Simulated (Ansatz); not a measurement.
A CCSD(T) single point on `C[O+]1[BH2-][O+](C)[BH2-]1`.

```yaml
crystal:
  periodic: [false, false, false]
  atoms:
    - {symbol: C, position_ang: [-1.676031, -1.294033, -0.772883]}
    - {symbol: O, position_ang: [-0.723610, -0.260000, -0.945032]}
    - {symbol: B, position_ang: [0.768124, -0.530223, -0.671398]}
    - {symbol: O, position_ang: [0.853886, 0.867020, -0.028326]}
    - {symbol: C, position_ang: [1.623388, 1.063171, 1.144429]}
    - {symbol: B, position_ang: [-0.684085, 0.925471, 0.037967]}
    - {symbol: H, position_ang: [-1.480746, -2.068401, -1.514655]}
    - {symbol: H, position_ang: [-1.604640, -1.713393, 0.233918]}
    - {symbol: H, position_ang: [-2.669868, -0.876437, -0.933844]}
    - {symbol: H, position_ang: [0.905062, -1.398631, 0.160584]}
    - {symbol: H, position_ang: [1.420148, -0.625646, -1.676123]}
    - {symbol: H, position_ang: [1.308735, 0.367786, 1.926760]}
    - {symbol: H, position_ang: [1.483304, 2.090758, 1.479762]}
    - {symbol: H, position_ang: [2.672535, 0.898982, 0.898784]}
    - {symbol: H, position_ang: [-1.082963, 0.594184, 1.131687]}
    - {symbol: H, position_ang: [-1.136137, 1.936790, -0.427430]}
basis:
  gaussian: {orbitals: def2-TZVPP}
correlation: {method: ccsd_t}
output: {orbitals: {seedname: orbitals}}
```

```sh
$ ansatz run in.yaml --threads 4 --pin off --events-out ev --progress --plain --max-ram 11315MiB
```

Log, shortened:

```
Functional definition: HF
1928 factors; integrals over basis functions are off by at most 1.3e-3 eV
mean field evaluation 1: about -7637.3508 eV, gradient 3.7e1 eV
mean field evaluation 2: about -7637.7048 eV, gradient 3.7e1 eV
mean field evaluation 4: about -7641.2151 eV, gradient 5.8e0 eV
mean field evaluation 8: about -7641.2895 eV, gradient 1.6e-1 eV
mean field -7641.28964622 eV, -280.8122150464 hartree, gradient 1.8e-6 eV, S^2 0.000000; 0 other end points of the search recorded, 0 dependent functions left out
6 core orbitals not correlated: weight in the atoms' cores, before any rotation towards them, 1.000 or more for the frozen orbitals, at most 0.000 for the correlated occupied ones
reference -7641.28964622 eV, -280.8122150464 hartree; 18, 18 occupied and 302, 302 virtual orbitals, 1928 factors
second order -28.91621545 eV of doubles, -0.00000000 eV of singles
cycle   1  -29.53746060 eV  change   -6.2e-1 eV  update   1.1e-1
cycle   2  -30.25970212 eV  change   -7.2e-1 eV  update   3.0e-2
cycle   3  -30.39726099 eV  change   -1.4e-1 eV  update   1.4e-2
cycle   4  -30.38645408 eV  change    1.1e-2 eV  update   2.7e-3
cycle   5  -30.38668099 eV  change   -2.3e-4 eV  update   1.0e-3
cycle   6  -30.38734020 eV  change   -6.6e-4 eV  update   3.0e-4
cycle   7  -30.38718421 eV  change    1.6e-4 eV  update   1.3e-4
cycle   8  -30.38713946 eV  change    4.5e-5 eV  update   4.2e-5
perturbative correction -1.10552967 eV, -0.0406274660 hartree
Total energy: -7672.78231535 eV, -281.9695492903 hartree
```

Hardware: 4 threads of an Intel Xeon Platinum 8488C on a shared host. Wall time 11 min, peak host memory 5.5 GiB.

The correlation energy is -31.493 eV, 3.5 % of it from (T); the T1 diagnostic reads 0.0102.
